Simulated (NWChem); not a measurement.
System: C4H5Cl; SMILES ClC1=CCC1

NWChem input:

```
start job
memory heap 200 mb stack 900 mb global 1100 mb
geometry units angstroms noautosym nocenter noautoz
  Cl    -0.008514    -1.775549     0.000000
  C     -0.064211    -0.063979     0.000000
  C     -1.061384     0.831370     0.000000
  C     -0.094540     1.994475     0.000000
  C      1.052723     0.939170     0.000000
  H     -2.149705     0.756572     0.000000
  H     -0.123371     2.635747    -0.896178
  H     -0.123371     2.635747     0.896178
  H      1.691581     0.936336    -0.897319
  H      1.691581     0.936336     0.897319
end
basis spherical
  * library def2-svp
end
dft
  xc pbe0
  iterations 150
end
cosmo
  do_cosmo_smd true
  solvent toluene
end
task dft energy
```

Parts of the log:

```
             Northwest Computational Chemistry Package (NWChem) 7.3.0
             --------------------------------------------------------

                             Geometry "geometry" -> ""
                             -------------------------

 Output coordinates in angstroms (scale by  1.889725989 to convert to a.u.)

  No.       Tag          Charge          X              Y              Z
 ---- ---------------- ---------- -------------- -------------- --------------
    1 Cl                  17.0000    -0.00851400    -1.77554900     0.00000000
    2 C                    6.0000    -0.06421100    -0.06397900     0.00000000
    3 C                    6.0000    -1.06138400     0.83137000     0.00000000
    4 C                    6.0000    -0.09454000     1.99447500     0.00000000
    5 C                    6.0000     1.05272300     0.93917000     0.00000000
    6 H                    1.0000    -2.14970500     0.75657200     0.00000000
    7 H                    1.0000    -0.12337100     2.63574700    -0.89617800
    8 H                    1.0000    -0.12337100     2.63574700     0.89617800
    9 H                    1.0000     1.69158100     0.93633600    -0.89731900
   10 H                    1.0000     1.69158100     0.93633600     0.89731900

 Effective nuclear repulsion energy (a.u.)     201.5859641693

                                 NWChem DFT Module
                                 -----------------

 Summary of "ao basis" -> "ao basis" (spherical)
 ------------------------------------------------------------------------------
       Tag                 Description            Shells   Functions and Types
 ---------------- ------------------------------  ------  ---------------------
 Cl                         def2-svp                 8       18   4s3p1d
 C                          def2-svp                 6       14   3s2p1d
 H                          def2-svp                 3        5   2s1p

 in cosmo_initialize ...
 calling solv_data for solv:toluene

 solvent parameters
 solvname_short: toluene
 solvname_long:  toluene
 dielec:        2.3741
 dielecinf:     2.2383
 nonaqueous SMD model solvent descriptors
 dielec:        2.3741
 sola:          0.0000
 solb:          0.1400
 solc:          0.8570
 solg:         40.2000
 solh:          0.0000
 soln:          1.4961

          ---------------
          -cosmo- solvent
          ---------------
 Cosmo: York-Karplus, doi: 10.1021/jp992097l
 dielectric constant -eps-     =   2.37
 screen = (eps-1)/(eps    )    =   0.57879
 surface charge correction     = lagrangian

   van der Waals surface
 --------------------------

 ---------- ATOMIC COORDINATES (A.U.) ------------ VDWR(ANG.) --
     1   -0.01608913   -3.35530109    0.00000000     2.380
     2   -0.12134120   -0.12090278    0.00000000     1.850
     3   -2.00572493    1.57106150    0.00000000     1.850
     4   -0.17865469    3.76901124    0.00000000     1.850
     5    1.98935801    1.77477396    0.00000000     1.850
     6   -4.06235341    1.42971377    0.00000000     1.200
     7   -0.23313738    4.98083961   -1.69353086     1.200
     8   -0.23313738    4.98083961    1.69353086     1.200
     9    3.19662458    1.76941847   -1.69568703     1.200
    10    3.19662458    1.76941847    1.69568703     1.200
 number of segments per atom =        128
 number of   points per atom =        128
 atom (   nspa,  nppa )
 ----------------------
    1 (    104,     0 )       0
    2 (     18,     0 )       0
    3 (     48,     0 )       0
    4 (     50,     0 )       0
    5 (     50,     0 )       0
    6 (     54,     0 )       0
    7 (     57,     0 )       0
    8 (     57,     0 )       0
    9 (     56,     0 )       0
   10 (     56,     0 )       0
 number of -cosmo- surface points =      550
 molecular surface =    127.821 angstrom**2
 molecular volume  =    113.112 angstrom**3
 -lineq- algorithm             =   0
 -bem- low  level              =   3
 -bem- from -octahedral-
 gaussian surface charge width =   4.50000
 degree of switching           =   1.00000
 switching function tolerance  =   0.00010
 atomic radii =
 --------------
    1 17.000  2.380
    2  6.000  1.850
    3  6.000  1.850
    4  6.000  1.850
    5  6.000  1.850
    6  1.000  1.200
    7  1.000  1.200
    8  1.000  1.200
    9  1.000  1.200
   10  1.000  1.200
 ...... end of -cosmo- initialization ......

 nat:                    10
 ixmem:                  5529
 calling mnsol_interface()
 G(SMD-CDS) energy (kcal/mol)  =    -3.294
 SMD-CDS SASA (angstrom**2)    =   141.801

            General Information
            -------------------
          SCF calculation type: DFT
          Wavefunction type:  closed shell.
          No. of atoms     :    10
          No. of electrons :    46
           Alpha electrons :    23
            Beta electrons :    23
          Charge           :     0
          Spin multiplicity:     1
          Use of symmetry is: off; symmetry adaption is: off
          Maximum number of iterations: 150
          AO basis - number of functions:    99
                     number of shells:    47
          Convergence on energy requested:  1.00D-06
          Convergence on density requested:  1.00D-05
          Convergence on gradient requested:  5.00D-04

              XC Information
              --------------
                         PBE0 Method XC Functional
                     Hartree-Fock (Exact) Exchange  0.250
          PerdewBurkeErnzerhof Exchange Functional  0.750
            Perdew 1991 LDA Correlation Functional  1.000 local
           PerdewBurkeErnz. Correlation Functional  1.000 non-local

             Grid Information
             ----------------
          Grid used for XC integration:  medium
          Radial quadrature: Mura-Knowles
          Angular quadrature: Lebedev.
          Tag              B.-S. Rad. Rad. Pts. Rad. Cut. Ang. Pts.
          ---              ---------- --------- --------- ---------
          Cl                  1.00       88          11.0       590
          C                   0.70       49          10.0       434
          H                   0.35       45          11.0       434
          Grid pruning is: on
          Number of quadrature shells:   509
          Spatial weights used:  Erf1

      Superposition of Atomic Density Guess
      -------------------------------------

 Sum of atomic energies:        -612.31915636

      Non-variational initial energy
      ------------------------------

 Total energy =    -615.472796
 1-e energy   =   -1239.384388
 2-e energy   =     422.325628
 HOMO         =      -0.267233
 LUMO         =       0.038430

   convergence    iter        energy       DeltaE   RMS-Dens  Diis-err
 ---------------- ----- ----------------- --------- --------- ---------
     COSMO gas phase
 d= 0,ls=0.0,diis     1   -614.9373810117 -8.17D+02  8.50D-03  3.92D-01
 d= 0,ls=0.0,diis     2   -614.9422723789 -4.89D-03  5.75D-03  3.48D-01
 d= 0,ls=0.0,diis     3   -614.9754523170 -3.32D-02  2.18D-03  7.41D-02
 d= 0,ls=0.0,diis     4   -614.9846336562 -9.18D-03  6.87D-04  3.00D-03
 d= 0,ls=0.0,diis     5   -614.9850378234 -4.04D-04  1.60D-04  2.55D-04
  Resetting Diis
 d= 0,ls=0.0,diis     6   -614.9850701991 -3.24D-05  2.33D-05  5.27D-06
 d= 0,ls=0.0,diis     7   -614.9850707630 -5.64D-07  1.35D-05  7.22D-07
 d= 0,ls=0.0,diis     8   -614.9850707252  3.78D-08  7.63D-06  1.06D-06

   convergence    iter        energy       DeltaE   RMS-Dens  Diis-err
 ---------------- ----- ----------------- --------- --------- ---------
     COSMO solvation phase
 d= 0,ls=0.0,diis     1   -614.9920574382 -6.99D-03  8.40D-04  3.59D-04
 d= 0,ls=0.0,diis     2   -614.9921696314 -1.12D-04  1.61D-04  1.28D-04
 d= 0,ls=0.0,diis     3   -614.9921827201 -1.31D-05  6.65D-05  4.65D-05
 d= 0,ls=0.0,diis     4   -614.9921877127 -4.99D-06  2.30D-05  7.76D-06
 d= 0,ls=0.0,diis     5   -614.9921886768 -9.64D-07  4.05D-06  1.01D-07

         Total DFT energy =     -614.992188676842
      One electron energy =    -1243.284235263268
           Coulomb energy =      478.086135585984
    Exchange-Corr. energy =      -51.437789092847
 Nuclear repulsion energy =      201.585964169303

             COSMO energy =        0.057735923985

 Numeric. integr. density =       46.000013322603

                                COSMO-SMD solvation results
                                ---------------------------

             internal energy in gas <Psi(g)|H|Psi(g)> =      -614.985070725194
         internal energy in solvent <Psi(s)|H|Psi(s)> =      -614.984925811763
                               delta internal energy  =         0.000144913432 (    0.09 kcal/mol)
   total free energy in solvent <Psi(s)|H+V/2|Psi(s)> =      -614.986938850860
 polarization energy contribution <Psi(s)|V/2|Psi(s)> =        -0.002013039097 (   -1.26 kcal/mol)
    total free energy in solvent including G(SMD-CDS) =      -614.992188676842
                       G(SMD-CDS) energy contribution =        -0.005249825982 (   -3.29 kcal/mol)
     1 M fixed-concentration free energy of solvation =        -0.007117951648 (   -4.47 kcal/mol)

                       DFT Final Molecular Orbital Analysis
                       ------------------------------------

 Vector   21  Occ=2.000000D+00  E=-3.560492D-01
              MO Center= -1.5D-01,  9.9D-01,  2.3D-09, r^2= 2.9D+00
   Bfn.  Coefficient  Atom+Function         Bfn.  Coefficient  Atom+Function
  ----- ------------  ---------------      ----- ------------  ---------------
    50      0.338314   4 C  px               64     -0.284120   5 C  px
    36     -0.244414   3 C  px               37     -0.227726   3 C  py
    75      0.221474   6 H  s                63      0.215494   5 C  s
    67     -0.207090   5 C  px               49     -0.177875   4 C  s
    53      0.157585   4 C  px               11      0.139133   1 Cl px

 Vector   22  Occ=2.000000D+00  E=-3.177696D-01
              MO Center=  6.0D-02, -1.2D+00, -9.3D-10, r^2= 2.5D+00
   Bfn.  Coefficient  Atom+Function         Bfn.  Coefficient  Atom+Function
  ----- ------------  ---------------      ----- ------------  ---------------
    11      0.589882   1 Cl px                8      0.426060   1 Cl px
     5      0.246585   1 Cl px               22     -0.192694   2 C  px
    65      0.192154   5 C  py               63     -0.163299   5 C  s
    64      0.121233   5 C  px               36      0.109360   3 C  px
    67      0.103179   5 C  px               49      0.092302   4 C  s

 Vector   23  Occ=2.000000D+00  E=-2.562922D-01
              MO Center= -3.7D-01,  1.1D-01,  1.2D-09, r^2= 3.1D+00
   Bfn.  Coefficient  Atom+Function         Bfn.  Coefficient  Atom+Function
  ----- ------------  ---------------      ----- ------------  ---------------
    38     -0.380082   3 C  pz               13      0.375210   1 Cl pz
    24     -0.335509   2 C  pz               41     -0.277985   3 C  pz
    10      0.246664   1 Cl pz               27     -0.226632   2 C  pz
     7      0.142573   1 Cl pz               80     -0.121106   7 H  s
    85      0.121106   8 H  s                52      0.097386   4 C  pz

 Vector   24  Occ=0.000000D+00  E= 1.150532D-02
              MO Center= -4.6D-01,  3.7D-01, -3.3D-10, r^2= 2.7D+00
   Bfn.  Coefficient  Atom+Function         Bfn.  Coefficient  Atom+Function
  ----- ------------  ---------------      ----- ------------  ---------------
    41     -0.644011   3 C  pz               27      0.629704   2 C  pz
    24      0.453694   2 C  pz               38     -0.417789   3 C  pz
    13     -0.254652   1 Cl pz               91      0.198290   9 H  s
    96     -0.198290  10 H  s                81     -0.116567   7 H  s
    86      0.116567   8 H  s                10     -0.112738   1 Cl pz

 Vector   25  Occ=0.000000D+00  E= 7.975185D-02
              MO Center=  2.1D-01,  9.4D-01, -2.8D-08, r^2= 6.9D+00
   Bfn.  Coefficient  Atom+Function         Bfn.  Coefficient  Atom+Function
  ----- ------------  ---------------      ----- ------------  ---------------
    49      1.476689   4 C  s                63      0.973483   5 C  s
    81     -0.849672   7 H  s                86     -0.849672   8 H  s
    91     -0.684551   9 H  s                96     -0.684551  10 H  s
    12     -0.545670   1 Cl py               76     -0.539471   6 H  s
    21      0.398051   2 C  s                 4     -0.392631   1 Cl s

 Vector   26  Occ=0.000000D+00  E= 9.026392D-02
              MO Center=  3.9D-01,  1.8D-01, -2.6D-08, r^2= 5.5D+00
   Bfn.  Coefficient  Atom+Function         Bfn.  Coefficient  Atom+Function
  ----- ------------  ---------------      ----- ------------  ---------------
    49      1.330602   4 C  s                63      1.167628   5 C  s
    21     -1.047432   2 C  s                12      0.754218   1 Cl py
    35     -0.751898   3 C  s                91     -0.679683   9 H  s
    96     -0.679683  10 H  s                 4      0.643335   1 Cl s
    81     -0.568149   7 H  s                86     -0.568149   8 H  s

     Multipole analysis of the density
     ---------------------------------

     L   x y z        total         alpha         beta         nuclear
     -   - - -        -----         -----         ----         -------
     0   0 0 0     -0.000000    -23.000000    -23.000000     46.000000

     1   1 0 0      0.064436      0.185753      0.185753     -0.307071
     1   0 1 0      0.701169      0.423697      0.423697     -0.146225
     1   0 0 1      0.000000      0.000000      0.000000      0.000000

     2   2 0 0    -25.824872    -55.520113    -55.520113     85.215353
     2   1 1 0     -0.030109     -1.227450     -1.227450      2.424792
     2   1 0 1     -0.000000     -0.000000     -0.000000      0.000000
     2   0 2 0    -26.965664   -197.652224   -197.652224    368.338783
     2   0 1 1      0.000000      0.000000      0.000000      0.000000
     2   0 0 2    -27.489472    -19.488137    -19.488137     11.486803
```

Level: PBE0/def2-SVP, SMD on the gas-phase geometry. Geometry: optimised at PBE0/def2-SVP. Solvent: toluene.
